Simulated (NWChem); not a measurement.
System: CH3F2GaS; SMILES C[S][Ga]([F])[F]

NWChem input:

```
start job
memory heap 200 mb stack 900 mb global 1100 mb
geometry units angstroms noautosym
  Ga    -0.011272     0.622100     0.000599
  F      0.949932     2.071749     0.016597
  F     -1.737737     0.873495    -0.032225
  S      0.819155    -1.379341    -0.010718
  C     -0.719035    -2.372717     0.024854
  H     -1.175581    -2.370834     1.084896
  H     -0.372810    -3.434823    -0.251619
  H     -1.482549    -1.992746    -0.749221
end
basis spherical
  * library def2-svp
end
dft
  xc pbe0
  grid fine
  iterations 150
end
driver
  maxiter 120
  tight
end
task dft optimize
task dft freq
```

Excerpt of the output:

```
             Northwest Computational Chemistry Package (NWChem) 7.3.0
             --------------------------------------------------------

                             Geometry "geometry" -> ""
                             -------------------------

 Output coordinates in angstroms (scale by  1.889725989 to convert to a.u.)

  No.       Tag          Charge          X              Y              Z
 ---- ---------------- ---------- -------------- -------------- --------------
    1 Ga                  31.0000     0.01140836     0.59928736     0.00141509
    2 F                    9.0000     0.97261236     2.04893636     0.01741309
    3 F                    9.0000    -1.71505664     0.85068236    -0.03140891
    4 S                   16.0000     0.84183536    -1.40215364    -0.00990191
    5 C                    6.0000    -0.69635464    -2.39552964     0.02567009
    6 H                    1.0000    -1.15290064    -2.39364664     1.08571209
    7 H                    1.0000    -0.35012964    -3.45763564    -0.25080291
    8 H                    1.0000    -1.45986864    -2.01555864    -0.74840491

 Effective nuclear repulsion energy (a.u.)     464.1690212296

                                Z-matrix (autoz)
                                --------

 Units are Angstrom for bonds and degrees for angles

[...]

      ----------------------
      Optimization converged
      ----------------------

  Step       Energy      Delta E   Gmax     Grms     Xrms     Xmax
  ---- ---------------- -------- -------- -------- -------- --------
@   70   -2561.57201558 -2.7D-11  0.00000  0.00000  0.00001  0.00001
                                     ok       ok       ok       ok

                                Z-matrix (autoz)
                                --------

 Units are Angstrom for bonds and degrees for angles

[...]

 Rotational Constants
 --------------------
 A=   0.157305 cm-1  (  0.226321 K)
 B=   0.062619 cm-1  (  0.090092 K)
 C=   0.045179 cm-1  (  0.065000 K)

 Temperature                      =   298.15K
 frequency scaling parameter      =   1.0000

 Zero-Point correction to Energy  =   27.375 kcal/mol  (  0.043625 au)
 Thermal correction to Energy     =   32.069 kcal/mol  (  0.051106 au)
 Thermal correction to Enthalpy   =   32.662 kcal/mol  (  0.052050 au)

 Total Entropy                    =   88.230 cal/mol-K
   - Translational                =   40.985 cal/mol-K (mol. weight = 153.9180)
   - Rotational                   =   27.673 cal/mol-K (symmetry #  =        1)
   - Vibrational                  =   19.572 cal/mol-K

 Cv (constant volume heat capacity) =   22.222 cal/mol-K
   - Translational                  =    2.979 cal/mol-K
   - Rotational                     =    2.979 cal/mol-K
   - Vibrational                    =   16.263 cal/mol-K

[normal modes left out]

 ----------------------------------------------------------------------------
 Normal Eigenvalue ||           Projected Infra Red Intensities
  Mode   [cm**-1]  || [atomic units] [(debye/angs)**2] [(KM/mol)] [arbitrary]
 ------ ---------- || -------------- ----------------- ---------- -----------
    1        0.000 ||    0.000364           0.008         0.355       0.274
    2        0.000 ||    0.000039           0.001         0.038       0.030
    3        0.000 ||    0.000540           0.012         0.527       0.407
    4        0.000 ||    0.000090           0.002         0.088       0.068
    5        0.000 ||    0.000918           0.021         0.895       0.692
    6        0.000 ||    0.000305           0.007         0.297       0.230
    7       60.429 ||    0.000879           0.020         0.857       0.663
    8      103.554 ||    0.000280           0.006         0.273       0.211
    9      108.880 ||    0.005937           0.137         5.788       4.476
   10      176.370 ||    0.032099           0.741        31.292      24.203
   11      192.964 ||    0.032863           0.758        32.037      24.779
   12      222.154 ||    0.005748           0.133         5.603       4.334
   13      434.190 ||    0.021403           0.494        20.865      16.138
   14      698.306 ||    0.074143           1.711        72.279      55.905
   15      712.650 ||    0.014665           0.338        14.296      11.058
   16      744.115 ||    0.076442           1.764        74.519      57.638
   17      973.341 ||    0.006682           0.154         6.514       5.038
   18      989.929 ||    0.007405           0.171         7.218       5.583
   19     1340.454 ||    0.006709           0.155         6.540       5.059
   20     1455.465 ||    0.008087           0.187         7.884       6.098
   21     1456.709 ||    0.009112           0.210         8.883       6.870
   22     3081.161 ||    0.011524           0.266        11.234       8.689
   23     3200.096 ||    0.000222           0.005         0.217       0.168
   24     3207.736 ||    0.001840           0.042         1.794       1.388
 ----------------------------------------------------------------------------
```

Level: PBE0/def2-SVP.
